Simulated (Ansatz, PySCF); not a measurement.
The pair A = BH3 (SMILES B) (first 4 atoms), B = C2H3N (SMILES CC#N); geometry from B3LYP-D3(BJ)/def2-TZVP.
(charge 0, multiplicity 1):
```xyz
10

B     -0.3691     0.1866     0.0685
H      0.4923    -0.2741    -0.6417
H     -1.4655    -0.2625    -0.1656
H     -0.3515     1.3934     0.1116
C      0.5562    -1.0770     3.9030
C      0.2325    -0.6353     2.5622
N     -0.0228    -0.2867     1.5042
H      1.4415    -1.7134     3.8813
H      0.7541    -0.2149     4.5409
H     -0.2779    -1.6430     4.3195
```

Rows in 6-31G* carry no dispersion term and start afresh at each structure (6-31G* with six Cartesian d functions).

Codes used: Ansatz (a program for electronic structure) with Gaussian orbitals; PySCF for 6-31G* rows. Each number belongs to the level named beside it.

Total energies (hartree), monomers frozen at their geometry in the pair:

```
structure                 HF/6-31G*  PBE/def2-TZVPPD  B3LYP/6-31G*
---------------------  ------------  ---------------  ------------
AB                     -158.3295692     -159.2367990  -159.4048788
A in the pair's basis   -26.3646103      -26.5316245   -26.5902390
B in the pair's basis  -131.9286172     -132.6359065  -132.7570434
A                       -26.3644157      -26.5314052   -26.5900230
B                      -131.9269699     -132.6357026  -132.7540317
```

Problem. Work out the interaction energy without and with the counterpoise correction, and the superposition error, for each level.

Solution. 
E(AB) − E(A) − E(B), times 627.509 kcal/mol, with the monomers in their own basis and then in the pair's basis:
- HF/6-31G*: -23.96 uncorrected, -22.80 corrected; the monomers gain 1.16 kcal/mol from borrowed functions
- PBE/def2-TZVPPD: -43.73 uncorrected, -43.47 corrected; the monomers gain 0.27 kcal/mol from borrowed functions
- B3LYP/6-31G*: -38.17 uncorrected, -36.14 corrected; the monomers gain 2.03 kcal/mol from borrowed functions
